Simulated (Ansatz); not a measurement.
A structure relaxed at PBE0-D4/def2-TZVP, charge 0, multiplicity 1:

```tsv
atom	x (Å)	y (Å)	z (Å)
N1	-0.2006	-0.5108	-0.4532
Sn2	1.3190	0.2862	0.5808
F3	0.1657	1.6632	1.3437
H4	-0.1502	-1.3108	-1.0644
H5	-1.1339	-0.1278	-0.4070
```

Question: Give its formula and SMILES.

Answer: FH2NSn, `[NH2][Sn][F]`.

Question: Point group (tolerance 0.08 Å, 0.16 Å for H)?

Answer: Cs.

Question: Summarise the bond lengths by kind.

Answer: 1 × N–Sn 2.003 Å; 2 × H–N 1.008 to 1.010 Å; 1 × F–Sn 1.951 Å.

Computed with Ansatz.
